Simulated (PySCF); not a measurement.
# A survey of 29Si NMR shifts

Theory: geometry from GFN2-xTB, PBE0/pcSseg-1 with gauge-including orbitals, in PySCF 2.14.0 with density-fitted response routines (one averaged value for each set of equivalent atoms, no solvent, non-relativistic Hamiltonian, single conformer).

Shieldings were converted by a linear fit to measured shifts: 29Si (scatter 8.9 ppm rms, 25.8 ppm with the 6 outliers that the fit left out vs TMS, solution or neat liquid). Occasional misses reach two or three times the rms, and more in compound classes unlike the fitted ones.

**Question.** Give the 29Si shifts of `C=C[SiH2]O`, `CO[Si@@H]1CC[C@@H]1F`, `C=CO[SiH2]/C=C\[SiH3]`.

**Answer.** 
```csv
compound,environment,δ (ppm)
C=C[SiH2]O,"silicon bonded to C, O, 2 H",-31.0
CO[Si@@H]1CC[C@@H]1F,"silicon bonded to 2 C, O, H, in a 4-membered ring",-8.1
[CH2:1]=[CH:2][O:3][SiH2:4]/[CH:5]=[CH:6]\[SiH3:7],"Si4: silicon bonded to C, O, 2 H",-40.0
[CH2:1]=[CH:2][O:3][SiH2:4]/[CH:5]=[CH:6]\[SiH3:7],"Si7: silicon bonded to C, 3 H",-78.1
```

**Question.** Order these by 29Si shift, lowest first.
A. C=C[SiH2]O
B. F[C@H]1C[SiH2]CCO1
C. CO[Si@@H]1CC[C@@H]1F

**Answer.** B (-53.8 ppm, silicon bonded to 2 C, 2 H, in a 6-membered ring), A (-31.0 ppm, silicon bonded to C, O, 2 H), C (-8.1 ppm, silicon bonded to 2 C, O, H, in a 4-membered ring).
